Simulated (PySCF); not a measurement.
## Substituent chemical shifts

Parent skeleton `[F:1][C:2]1([F:3])[CH:4]=[CH:5][CH2:6]1`; one hydrogen on atom 5 is replaced by X. Hydrogens on one atom are averaged.

[PySCF 2.14.0 with density-fitted response routines: GFN2-xTB geometry; shieldings: GIAO PBE0/pcSseg-1; single conformer; non-relativistic; no solvent; rapidly exchanging positions averaged]

Scale: 19F (σref 170.95) against CFCl3; 13C (σref 186.93) and 1H (σref 31.72) vs TMS (reference shieldings calculated alike).

Parent (X = H): F1/F3 -124.1, C2 124.4, C4 145.3, C5 152.2, C6 49.6, H(C4) 6.36, H(C6) 3.15 ppm. Effects are Δδ = δ(X) − δ(H), positive for deshielding.

(1) Give Δδ (ppm) for X = allyl, CH3, nPr, tBu.

(2) Which position responds most, and to which substituents?

Results:

(1) 
```tsv
X	SMILES	F1/F3	C2	C4	C5	C6	H(C4)	H(C6)
allyl	C=CCC1=CC(F)(F)C1	-1.1	-2.6	-8.2	+12.2	-0.4	-0.19	-0.19
CH3	CC1=CC(F)(F)C1	-0.8	-2.4	-7.8	+11.1	+1.7	-0.22	-0.22
nPr	CCCC1=CC(F)(F)C1	-0.3	-2.2	-5.7	+14.1	-1.5	-0.13	-0.23
tBu	CC(C)(C)C1=CC(F)(F)C1	-0.4	-3.1	-12.7	+23.1	-2.7	-0.33	-0.15
```

(2) C5: from +11.1 ppm with CH3 to +23.1 ppm with tBu.

Unscaled 19F shifts against computed CFCl3 carry errors that often reach 10 to 50 ppm.
